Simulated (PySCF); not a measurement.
**Correlation energy of Si (silicon, neutral)**

[Ne] 3s2 3p1 4s1, high-spin 3P determinant (an excited configuration). Computed with PySCF 2.14 in aug-cc-pCVQZ-DK (10s9p7d5f3g, 134 functions), with scalar relativity by spin-free X2C-1e. Frozen: 1s2; 12 electrons correlated.

MP2 pair energies summed by pair of shells (mhartree):

| pair | energy | share (%) |
| --- | --- | --- |
| 2p-2p | -204.76 | 55.5 |
| 2s-2p | -67.93 | 18.4 |
| 3s-3s | -24.14 | 6.5 |
| 2p-3s | -22.60 | 6.1 |
| 3s-3p | -19.73 | 5.3 |
| 2s-2s | -10.47 | 2.8 |
| 2p-3p | -6.41 | 1.7 |
| 3s-4s | -5.69 | 1.5 |
| 2s-3s | -2.69 | 0.7 |
| 3p-4s | -2.38 | 0.6 |
| 2s-3p | -0.98 | 0.3 |
| 2p-4s | -0.96 | 0.3 |
| 2s-4s | -0.11 | 0.0 |

Total MP2 correlation energy: -368.84 mhartree.

Same-spin part -90.23 and opposite-spin part -278.61 mhartree; SCS-MP2 scales them by 1/3 and 6/5 to -364.41 mhartree.
